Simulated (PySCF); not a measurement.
Isomers of [C7H15N2]+ (charge +1), from PBE0-D3(BJ)/def2-SVP geometry optimisation, gas phase in PySCF 2.14.0. One conformer each, no zero-point energy, no frequencies.

Question: Which is lower in electronic energy at this level?
A. `[CH3:1][N:2]([CH3:3])/[CH:4]=[CH:5]/[CH:6]=[N+:7]([CH3:8])[CH3:9]` (charge +1) with C4–C5–C6–N7 180°: A = 4377, B = 615.6, C = 547.3 MHz, dipole 0.36 D
B. `[H]/[N:9]=[CH:8]/[C@H:7]1[N+:2]([CH3:1])([CH3:3])[CH2:4][CH2:5][CH2:6]1` (charge +1) with C6–C7–C8–N9 129°, C1–N2–C4–C5 -160°, N2–C4–C5–C6 22°, C4–C5–C6–C7 5°, C5–C6–C7–C8 -160°: A = 2333, B = 1558, C = 1199 MHz, dipole 1.13 D

Answer: A. That is `CN(C)/C=C/C=[N+](C)C`, 12.5 kcal/mol below the other.

```
                     SMILES                                                            mapped SMILES      E (Eh)  relative (kcal/mol)  relative (kJ/mol)  dipole about centre of mass (D)
       CN(C)/C=C/C=[N+](C)C        [CH3:1][N:2]([CH3:3])/[CH:4]=[CH:5]/[CH:6]=[N+:7]([CH3:8])[CH3:9]  -384.33336                  0.0                0.0                             0.36
[H]/N=C/[C@@H]1CCC[N+]1(C)C  [H]/[N:9]=[CH:8]/[C@H:7]1[N+:2]([CH3:1])([CH3:3])[CH2:4][CH2:5][CH2:6]1  -384.31351                 12.5               52.1                             1.13
```

As drawn, the higher has an N–H bond, which the lower lacks.
